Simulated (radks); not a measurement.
Task: Charge is removed step by step from the 2s1/2 level of neutral cerium, starting from [Xe] 4f1 5d1 6s2. Level of theory: Dirac Kohn-Sham, LDA (Slater exchange, Perdew-Wang correlation), spin-unpolarised, spherical densities, finite nucleus; open shells fill j = l - 1/2 first; Fermi nuclear charge, rms radius 4.8771 fm (a radial shooting solver on a logarithmic mesh with Libxc functionals). At the starting occupation the eigenvalue is -6433.5 eV. Estimate the energy to remove one whole electron from this level, the eigenvalue at the end, and how far E(n) bends from a straight line.

Result: Delta-SCF 6506.4 eV; final eigenvalue -6580.1 eV; the deviation from the straight line is -18.331 eV at 0.5 electron removed, the largest on the grid computed. Slater's transition state (half an electron removed) gives 6506.3 eV. Integrating minus the eigenvalue over the occupation (Janak's theorem) gives 6506.4 eV. The mean slope of the eigenvalue, de/dn, is 147 eV per electron.
